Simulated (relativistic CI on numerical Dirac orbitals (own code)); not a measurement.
**Hyperfine structure of Sn⁺, mass number 115**

Computed by Dirac-Coulomb-Breit CI, KLI orbitals optimised for each configuration, model QED (radiative potential, 1s self-energy scaled to tabulated hydrogen-like ionisation energies), valence Slater integrals scaled by 0.85, P86 correlation energy added to each configuration (own radial code, finite nucleus).

Configuration list (outside the closed core [Kr] 4d10): 5s2.5p, 5s.5p2, 5s2.6s, 5s2.5d, 5s2.6p, 5s2.4f, 5s2.6d, 5p3, 5s.5p.5d, 5s2.7s, 5s2.7p, 5s2.5f, 5s2.7d, 5s2.5g, 5s2.6f, 5s2.7f. Levels of other configurations are missing.

Nuclear spin I = 1/2, μ = -0.9174 μN (tables of Stone and Pyykkö). The electronic factors are computed for point nuclear moments, without core polarisation; leaving it out makes A of s and p electrons in near-neutral atoms 20 to 40 % too small, and it can dominate for d and f shells.

| Level | E (cm⁻¹) | A (MHz) |
| --- | --- | --- |
| 5s2.5p 2P°_1/2 | 0.0 | -5808 |
| 5s2.5p 2P°_3/2 | 3948.1 | -975.4 |
| 5s.5p2 4P_1/2 | 42506.2 | -18990 |
| 5s.5p2 4P_3/2 | 44249.2 | -8256 |
| 5s.5p2 4P_5/2 | 46633.0 | -7919 |
| 5s.5p2 2D_3/2 | 59500.8 | 2800 |
| 5s.5p2 2D_5/2 | 60069.7 | -5495 |
| 5s2.6s 2S_1/2 | 62014.1 | -5554 |

Levels with J = 0, under 50 % of one LS term, or S terms without an open s electron are left out. Small factors come from cancelling terms and can be off by tens of per cent or more.

For a near-neutral ion this model can misplace configurations by up to about 10,000 cm⁻¹ (more where the count of f electrons changes) and terms by 10 to 25 % of their spread. Rates follow the energies as ν³ (E1, M1) or ν⁵ (E2), so they and the lifetimes can be off by large factors. The fine structure of a lone outer electron comes out too small, for d and f at times inverted, and misplaced configurations move strength between like terms. 15 of the 15 excited levels that our extract of the measured tables holds in this range could be paired (the sources list more); they are missed by 4075 cm⁻¹ on average and 6545 at most, and levels without a partner can miss by more.

Q: Give the hyperfine levels of 5s2.5p 2P°_1/2 relative to its centre of gravity.

A: With K = F(F + 1) − I(I + 1) − J(J + 1), E = AK/2: F = 0: 4356, F = 1: -1452 MHz.
